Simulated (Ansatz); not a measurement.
Single points on TaSi3⁻.

```yaml
crystal:
  periodic: [false, false, false]
  atoms:
    - {symbol: Ta, position_ang: [-1.529465, -1.540536, 0.001527]}
    - {symbol: Si, position_ang: [-0.703755, 0.777238, -0.567825]}
    - {symbol: Si, position_ang: [1.448186, 1.463030, 0.004227]}
    - {symbol: Si, position_ang: [0.785034, -0.699743, 0.562081]}
basis:
  gaussian: {orbitals: def2-TZVPD, initial_orbitals: start.molden}
total_charge: -1
magnetization: {spin_polarized: true, initial_magnetization: 4}
hamiltonian: {xc: {name: r2SCAN0}, dispersion: d4}
scf: {omitted_lower_state_checks: [starts]}
output: {orbitals: {seedname: orbitals}}
```

The file start.molden holds the orbitals of an earlier run on this structure, at another level or in another basis.

```sh
$ ansatz run in.yaml --threads 4 --pin off --events-out ev --progress --plain --max-ram 3916MiB
```

It prints (some lines left out):

```
Functional definition: r2SCAN0
1323 factors; their error is unknown
mean field evaluation 1: about -25178.9694 eV, gradient 4.6e0 eV
mean field evaluation 2: about -25179.0292 eV, gradient 1.4e-1 eV
mean field evaluation 4: about -25179.0590 eV, gradient 4.9e-2 eV
mean field evaluation 8: about -25179.0591 eV, gradient 1.5e-5 eV
mean field evaluation 16: about -25179.0591 eV, gradient 1.2e-5 eV
mean field -25179.05905705 eV, -925.3133533673 hartree, gradient 5.2e-6 eV, S^2 6.092664; 0 other end points of the search recorded, 0 dependent functions left out
reference -25179.05907883 eV, -925.3133541677 hartree; 30, 26 occupied and 142, 146 virtual orbitals, 1323 factors
Total energy: -25179.12797754 eV, -925.3158861486 hartree
Checks for a lower state left out: starts
```

Run time 69 s (4 threads of Arm Neoverse V2 on a shared host), peak host memory 0.93 GiB.

The first input with `hamiltonian: {xc: r2scan, dispersion: d4}` (abridged; 49 s):

```
Functional definition: r2SCAN
mean field evaluation 16: about -25181.0401 eV, gradient 1.4e-5 eV
mean field -25181.04005509 eV, -925.3861537026 hartree, gradient 5.3e-6 eV, S^2 6.078854
Total energy: -25181.09061068 eV, -925.3880115863 hartree
Checks for a lower state left out: starts
```

As the first input, with `hamiltonian: {xc: {name: CAM-B3LYP}, dispersion: d4}` (abridged; 19 s):

```
Functional definition: CAM-B3LYP
mean field -25179.89121099 eV, -925.3439344608 hartree, gradient 7.7e-6 eV, S^2 6.049164
Total energy: -25180.15425752 eV, -925.3536012422 hartree
Checks for a lower state left out: starts
```

The first input with `hamiltonian: {xc: {name: revPBE}, dispersion: d4}` (abridged; 5 s):

```
Functional definition: revPBE
mean field -25179.60810593 eV, -925.3335305416 hartree, gradient 3.0e-6 eV, S^2 6.055705
Total energy: -25180.15789100 eV, -925.3537347703 hartree
Checks for a lower state left out: starts
```

First input, but with `hamiltonian: {xc: {name: LC-wPBE, parameters: {omega: 0.15/bohr}}}` (abridged; 15 s):

```
Functional definition: LC-wPBE
mean field -25173.48411515 eV, -925.1084780315 hartree, gradient 6.0e-6 eV, S^2 6.059803
Total energy: -25173.48411519 eV, -925.1084780327 hartree
Checks for a lower state left out: starts
```

The first input with `hamiltonian: {xc: pbe, dispersion: d4}` (abridged; 4.5 s):

```
Functional definition: PBE
mean field -25171.65187969 eV, -925.0411446200 hartree, gradient 9.1e-6 eV, S^2 6.050918
Total energy: -25171.93845853 eV, -925.0516761984 hartree
Checks for a lower state left out: starts
```

Geometry: PBE-D4/def2-SVPD.

In the def2 sets Ta takes a core potential; there is no spin–orbit coupling. At r2SCAN-D4/def2-TZVPD, revPBE-D4/def2-TZVPD, PBE-D4/def2-TZVPD the highest occupied level of the charge -1 quintet lies above zero (up to 0.62 eV). The electron is either unbound and held by the finite basis, or the level is raised by self-interaction error. At PBE0-D4/def2-TZVPD a triplet of charge -1 lies 0.59 eV below the quintet, each at its own geometry. The structure comes from a short search, and lower isomers may exist.
